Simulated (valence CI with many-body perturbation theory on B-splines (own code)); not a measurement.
# Co21+: E2, M1, M2 decay

Level of theory: configuration interaction combined with many-body perturbation theory (CI+MBPT): four valence electrons over a frozen Dirac-Fock core [He], radial functions for each j: 11 s, 11 p, 9 d, 7 f, 5 g, 2 h, 1 i, with the one-electron correlation potential Σ1, the two-electron term Σ2, the three-electron term Σ3, Breit, model QED; selected CI, second order for the rest (own B-spline code, finite nucleus).

No measured levels were compared; by estimate levels of excited configurations hold to 0.05 to 0.15 % of their energy, terms of the ground configuration to about 0.5 %. Among the levels kept, up to 250 cm⁻¹ of a level comes from second order outside the variational space, and about a tenth of that is noise between levels of different J, which matters for small intervals.

Lines 1 to 25 of 25 in falling wavelength, among levels below 1180.4 eV, chosen from the decays that carry over 1 % of a level's rate. Wavelengths and rates use the calculated energies, so an error of 600 cm⁻¹ moves a line at 696.5 Å by 0.42 % and its rate by three times that or more. Electric multipoles are in the length gauge, E1 and E2 with the static RPA response of the core. S is in atomic units (e²a₀⁴ for E2 and M2, e²a₀⁶ for E3), for M1 in squared Bohr magnetons. Weak lines are less certain than strong ones. Lines between different terms over intervals too small for the method are left out, as are lines whose strength nearly cancels.

Names give the largest LS component (configuration and term), which can be under half, so a name can repeat, a term be missing and a line seem to break the LS rules; names also repeat where a configuration has a term twice. Letters in brackets count levels of one name in rising energy.

```csv
λ vac (Å),Upper,Lower,Type,A (s⁻¹),S (a.u.)
2087,2s2 2p2 3P_2,2s2 2p2 3P_1,M1,1.08e+03,1.82e+00
1106,2s2 2p2 3P_1,2s2 2p2 3P_0,M1,1.18e+04,1.78e+00
696.5,2s2 2p2 1D_2,2s2 2p2 3P_2,M1,2.40e+04,1.50e+00
522.3,2s2 2p2 1D_2,2s2 2p2 3P_1,M1,2.61e+04,6.89e-01
307.3,2s2 2p2 1S_0,2s2 2p2 3P_1,M1,2.01e+05,2.17e-01
12.60,2s2 2p 3d 3F°_4,2s 2p3 3P°_2,E2,6.87e+07,1.75e-04
12.36,2s2 2p 3d 3F°_4,2s 2p3 3D°_3,E2,1.77e+07,4.11e-05
12.05,2s 2p2 3p 5D°_4,2s 2p3 3D°_3,E2,1.30e+08,2.64e-04
11.87,2s2 2p 3p 3D_1,2s2 2p2 3P_2,E2,1.98e+09,1.25e-03
11.86,2s 2p2 3p 3F°_4,2s 2p3 3P°_2,E2,5.29e+08,1.00e-03
11.84,2s2 2p 3p 3P_1 [b],2s2 2p2 1D_2,E2,3.74e+09,2.34e-03
11.82,2s2 2p 3p 3D_3,2s2 2p2 1D_2,E2,6.98e+08,1.01e-03
11.81,2s2 2p 3p 3D_1,2s2 2p2 3P_1,E2,1.95e+09,1.20e-03
11.78,2s2 2p 3p 3D_2,2s2 2p2 3P_2,E2,1.46e+09,1.48e-03
11.77,2s 2p2 3d 5F_5,2s 2p3 3D°_3,M2,1.41e+07,3.12e-05
11.73,2s 2p2 3p 5D°_2,2s 2p3 5S°_2,E2,2.07e+09,2.05e-03
11.66,2s 2p2 3p 3F°_4,2s 2p3 3D°_3,E2,2.18e+09,3.76e-03
11.65,2s 2p2 3p 5D°_3,2s 2p3 5S°_2,E2,2.38e+09,3.19e-03
11.63,2s2 2p 3p 3D_3,2s2 2p2 3P_2,E2,1.88e+09,2.49e-03
11.61,2s 2p2 3p 3F°_4,2s 2p3 3D°_2,E2,1.31e+09,2.22e-03
11.59,2s2 2p 3p 3D_2,2s2 2p2 3P_0,E2,1.70e+09,1.59e-03
11.58,2s 2p2 3p 5D°_4,2s 2p3 5S°_2,E2,2.79e+09,4.66e-03
11.56,2s2 2p 3p 3D_3,2s2 2p2 3P_1,E2,1.31e+09,1.69e-03
11.53,2s2 2p 3d 3F°_4,2s2 2p2 1D_2,M2,1.61e+07,2.63e-05
10.82,2s 2p2 3d 5D_4,2s2 2p2 3P_2,E2,5.78e+08,6.89e-04
```
